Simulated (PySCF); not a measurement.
One reaction down a group: Al, Ga, In

The same gas-phase reaction for Al, Ga, In:
- 3 AlBr + AlCl3 → AlBr3 + 3 AlCl
- 3 GaBr + GaCl3 → GaBr3 + 3 GaCl
- 3 InBr + InCl3 → InBr3 + 3 InCl

Method: PySCF energies plus ideal-gas RRHO corrections (1 bar). † marks an energy on the PBE0/def2-TZVP geometry and frequencies. CCSD(T) freezes the core. All species are closed-shell singlets. B3LYP is the form with VWN-RPA correlation. In: scalar-relativistic def2 core potential, no spin-orbit coupling. Br, Ga: all electrons, no relativistic terms. CCSD(T) isn't extrapolated to the basis-set limit. The harmonic model lacks anharmonicity and excited electronic states, which grow with temperature; levels with a mode under 35 cm⁻¹ are left out. Soft modes under 120 cm⁻¹ make the harmonic entropy rough for AlBr3, GaBr3, InCl3, InBr3.

ΔH°(298 K) in kJ, by level:

```tsv
level	Al	Ga	In
ωB97M-V/def2-TZVP†	2.4	-5.9	-9.3
HF/def2-TZVP†	8.1	3.1	-2.4
B3LYP/def2-TZVP†	6.1	-2.7	-8.1
CCSD(T)/def2-TZVPP†	0.5	-6.2	-9.4
PBE0/def2-SVP†	6.3	-1.8	-5.8
```

At ωB97M-V/def2-TZVP†, ΔH° falls from Al to In, over a range of 11.7 kJ; the steps are -8.3, -3.4 kJ. 5 of the 5 levels shown give the same order. The levels scatter most for Ga (9.3 kJ between the highest and the lowest) and least for In (7.0 kJ). ΔS°(298 K) runs from -0.4 to -0.1 J/K, so TΔS° at 298 K spreads over 0.1 kJ among the members, against 11.7 kJ for ΔH°.

Free energies at ωB97M-V/def2-TZVP†:

| member | ΔS°(298 K), J/K | ΔG°(298 K), kJ | ΔG°(800 K), kJ | ΔG° changes sign |
|---|---|---|---|---|
| Al | -0.1 | 2 | 2 | none from 298 to 2500 K |
| Ga | -0.2 | -6 | -6 | none from 298 to 2500 K |
| In | -0.4 | -9 | -9 | none from 298 to 2500 K |

The NASA 1993 table, where it holds all species, gives ΔH°(298 K) = -28 kJ for Al; its entries are part measured, part old estimates, and weren't checked at source. After a fit of one offset per element over all species, the range-separated, M06-2X, PBE0/def2-QZVP and CCSD(T)/def2-TZVPP enthalpies, where run, lie to one side of the table for AlBr (-34 kJ/mol), AlBr3 (-15 kJ/mol), AlCl (-22 kJ/mol): a fault of the table's entry, another state or a shared error of the levels is possible; this was not checked at source.
